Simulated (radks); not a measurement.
Species: Zn. Configuration: [Ne] 3s2 3p5.75 3d10 4s2 5s0.25 (fractional occupations, a model configuration).

Method: Dirac Kohn-Sham, PBE, spin-unpolarised, spherical densities, finite nucleus; open shells are shared between the two j in proportion to 2j + 1; Fermi nuclear charge, rms radius 3.9283 fm; computed with a radial shooting solver on a logarithmic mesh with Libxc functionals.

Energy parts (hartree):
part                       energy
total                 -1795.29828
kinetic                1828.63391
electron-nucleus      -4327.89503
Hartree                 775.37202
exchange-correlation    -71.40918

Orbitals (lengths in bohr, moments of r in powers of bohr; r(max) is where P^2 peaks):
orbital     occ.  eigenvalue (hartree)   r(max)      <r>   <1/r>  small-component weight
1s1/2          2             -350.1353  0.03291  0.05030   30.23                1.17e-02
2s1/2          2             -42.68983   0.1893   0.2259   6.622                2.24e-03
2p1/2          2             -37.61379   0.1502   0.1959   6.579                2.23e-03
2p3/2          4             -36.73610   0.1530   0.1993   6.422                2.19e-03
3s1/2          2              -4.87293   0.5879   0.6800   2.099                5.00e-04
3p1/2    1.91667              -3.26397   0.5864   0.7043   1.966                4.51e-04
3p3/2    3.83333              -3.15088   0.5946   0.7151   1.928                4.40e-04
3d3/2          4              -0.49500   0.5628   0.8850   1.537                3.02e-04
3d5/2          6              -0.48157   0.5658   0.8926   1.526                2.98e-04
4s1/2          2              -0.27621    2.037    2.541  0.5136                4.18e-05
4p1/2          0              -0.08031    2.791    3.874  0.3417                1.82e-05
4p3/2          0              -0.07744    2.842    3.956  0.3346                1.75e-05
5s1/2       0.25              -0.02728    9.183    10.31  0.1205                2.58e-06

The highest occupied level is 5s1/2 at -0.742 eV. The configuration is held as typed, so some empty levels lie below it. The density falls to 0.001 e/bohr^3 at r = 4.08 bohr. The electron density at the nucleus is 2.509e+04 e/bohr^3. Summed over all electrons, <r^2> = 60.86 bohr^2, which gives a Langevin (diamagnetic) susceptibility term of -48.2 x 10^-6 cm^3/mol.
